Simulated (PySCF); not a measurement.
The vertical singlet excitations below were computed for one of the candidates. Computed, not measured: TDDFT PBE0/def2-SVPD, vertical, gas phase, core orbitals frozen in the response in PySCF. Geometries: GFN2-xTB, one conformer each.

```tsv
state	ν̃ (cm⁻¹)	f	main configurations (H = HOMO, L = LUMO)
S1	50200	0.163	H→L (83%), H-1→L (10%)
S2	51090	0.0014	H→L+1 (75%), H-1→L (12%)
S3	52120	0.046	H-1→L (70%), H→L+1 (11%), H→L (10%)
S4	54040	0.013	H→L+2 (93%)
S5	56530	0.0030	H→L+4 (78%)
S6	56720	0.0046	H-2→L (89%)
S7	58800	0.030	H-1→L+1 (95%)
S8	59310	0.0062	H-3→L (64%), H-4→L (24%)
```

Triplets computed (Tamm–Dancoff): 4.12, 6.05, 6.14 eV.

**Question.** Which candidate is it?
A. `c1cc([SiH3])ncc1Cl`
B. `[SiH3][C@H]1CC(Cl)=C[SiH2]1`
C. `[SiH3]CC1=CN=CN1[SiH3]`
D. `C#C[Si@H](C(=C)/C=N\[H])Cl`

**Answer.** B. Its S1, at 6.22 eV, is the highest among the candidates; the nearest of the others has S1 at 5.21 eV. S1 is HOMO→LUMO (83%), HOMO-1→LUMO (10%). Löwdin shares by element: HOMO carbon 55% or more, chlorine 23%, silicon 6% or more (atoms not listed hold the other 16%); LUMO carbon 59% or more, silicon 10% or more, chlorine 10% (atoms not listed hold the other 21%). At the same level the other candidates give, for their lowest levels:
- `[SiH3]Cc1cncn1[SiH3]`: 5.21 eV (f 0.002); 5.79 eV (f 0.001); 5.84 eV (f 0.127); 5.96 eV (f 0.125); 6.13 eV (f 0.026); T1 4.19 eV; HOMO -6.32, LUMO -0.09 eV
- `[H]/N=C\C(=C)[Si@H](Cl)C#C`: 4.26 eV (f 0.001); 5.59 eV (f 0.001); 5.91 eV (f 0.086); 6.02 eV (f 0.015); 6.12 eV (f 0.011); T1 3.49 eV; HOMO -7.57, LUMO -1.71 eV
- `[SiH3]c1ccc(Cl)cn1`: 4.48 eV (f 0.004); 4.82 eV (f 0.000); 5.21 eV (f 0.082); 5.81 eV (f 0.248); 6.60 eV (f 0.000); T1 3.81 eV; HOMO -7.53, LUMO -1.42 eV
